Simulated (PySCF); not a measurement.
Species: C₂H₈BNO₂.
Numbering: `[CH3:1][O:2][CH2:3][O:4][BH:5][NH2:6]` (hydrogens: H7, H8, H9 on C1; H10, H11 on C3; H12 on B5; H13, H14 on N6)

Cartesian coordinates in Å at the PBE0-D3(BJ)/def2-SVP level; atoms count from 1:
```
atom  x, y, z in Å
C1    -2.317    0.137   -0.646
O2    -1.534    1.275   -0.409
C3    -0.191    1.018   -0.296
O4     0.070    0.228    0.826
B5     1.329   -0.185    1.164
N6     2.478    0.147    0.428
H7    -2.279   -0.570    0.199
H8    -1.991   -0.394   -1.562
H9    -3.353    0.474   -0.785
H10    0.307    2.000   -0.206
H11    0.189    0.499   -1.207
H12    1.431   -0.871    2.154
H13    3.391   -0.178    0.712
H14    2.495    0.715   -0.408
```

Computed with PySCF 2.14.0, PBE0-D3(BJ)/def2-SVP geometry optimisation, gas phase.

Masses are those of the commonest isotopes; rigid-rotor values at the optimised geometry. The values belong to one conformer with, in the numbering `[CH3:1][O:2][CH2:3][O:4][BH:5][NH2:6]`, C1–O2–C3–O4 -65°, O2–C3–O4–B5 179°, C3–O4–B5–N6 0°.

Q: Give the principal moments of inertia and the rotational constants in MHz.

A: Ia = 45.95, Ib = 289.73, Ic = 309.38 u·Å²; 505379 MHz·u·Å²/I gives A = 10999, B = 1744, C = 1634 MHz.

Q: Classify the top.

A: A near-prolate asymmetric top; Ray's κ = -0.976.

Q: Is it planar, by Δ = Ic − Ia − Ib?

A: Not planar: Δ = Ic − Ia − Ib = -26.29 u·Å². For a rigid frame Δ = −2 Σ m c², so Σ m c² = 13.15 u·Å² lies off the ab plane: 4.79 from hydrogen and 8.36 from heavier atoms. The atom farthest from that plane is 1.56 Å away.

Q: Give the other two planar moments, Paa and Pbb, and the rms extents of the mass along the axes.

A: Paa = Σ m a² = (Ib + Ic − Ia)/2 = 276.58 and Pbb = Σ m b² = (Ia + Ic − Ib)/2 = 32.80 u·Å². With the mass M = 89.06 u, the rms extents √(P/M) along a, b and c are 1.76, 0.61, 0.38 Å.

Q: List the rotational levels J(Ka,Kc) to J = 5 (K).

A: Above 0(0,0), as E/k:
J = 1: 1(0,1) 0.162, 1(1,1) 0.606, 1(1,0) 0.612
J = 2: 2(0,2) 0.486, 2(1,2) 0.925, 2(1,1) 0.941, 2(2,1) 2.274, 2(2,0) 2.274
J = 3: 3(0,3) 0.972, 3(1,3) 1.403, 3(1,2) 1.435, 3(2,2) 2.760, 3(2,1) 2.760, 3(3,1) 4.994, 3(3,0) 4.994
J = 4: 4(0,4) 1.620, 4(1,4) 2.041, 4(1,3) 2.094, 4(2,3) 3.408, 4(2,2) 3.409, 4(3,2) 5.642, 4(3,1) 5.642, 4(4,1) 8.770, 4(4,0) 8.770
J = 5: 5(0,5) 2.430, 5(1,5) 2.838, 5(1,4) 2.918, 5(2,4) 4.219, 5(2,3) 4.220, 5(3,3) 6.453, 5(3,2) 6.453, 5(4,2) 9.581, 5(4,1) 9.581, 5(5,1) 13.602, 5(5,0) 13.602

Q: Which types of transition are allowed, and where do some lines up to J = 5 fall?

A: The dipole components are |μa| = 1.26 D, |μb| = 1.62 D, |μc| = 1.79 D. The squared components, which scale the intensities, stand as 0.50 : 0.82 : 1.00 (a : b : c). Some lines, for components of 0.1 D or more:

| type | branch | J(Ka,Kc) | MHz | lower level (cm⁻¹) |
| --- | --- | --- | --- | --- |
| b | Q | 1(1,0) ← 1(0,1) | 9365 | 0.113 |
| b | Q | 3(1,2) ← 3(0,3) | 9647 | 0.676 |
| a | R | 3(0,3) ← 2(0,2) | 10130 | 0.338 |
| a | R | 3(2,2) ← 2(2,1) | 10134 | 1.580 |
| a | R | 4(1,3) ← 3(1,2) | 13731 | 0.998 |
| c | R | 4(1,3) ← 3(0,3) | 23378 | 0.676 |
| b | Q | 5(2,3) ← 5(1,4) | 27137 | 2.028 |
| b | Q | 3(2,1) ← 3(1,2) | 27603 | 0.998 |
| c | R | 2(2,0) ← 1(1,0) | 34631 | 0.425 |
| b | Q | 5(3,3) ← 5(2,4) | 46558 | 2.932 |
| b | R | 3(3,1) ← 2(2,0) | 56683 | 1.580 |
| c | R | 3(3,0) ← 2(2,0) | 56683 | 1.580 |
| c | R | 3(3,1) ← 2(2,1) | 56684 | 1.580 |
| b | R | 4(3,1) ← 3(2,2) | 60063 | 1.918 |
| c | R | 5(3,2) ← 4(2,2) | 63431 | 2.369 |
| c | R | 5(3,3) ← 4(2,3) | 63445 | 2.369 |
| b | Q | 4(4,0) ← 4(3,1) | 65167 | 3.922 |
| b | R | 4(4,0) ← 3(3,1) | 78681 | 3.471 |
| b | R | 5(5,1) ← 4(4,0) | 100678 | 6.095 |

PBE0-D3(BJ)/def2-SVP frequencies: not computed here. No vibrational averaging or centrifugal distortion is included, and the geometry carries the error of its method. A rigid rotor knows nothing of internal rotation, which can split or shift real lines. Quadrupole hyperfine structure (11B, 14N) is left out.
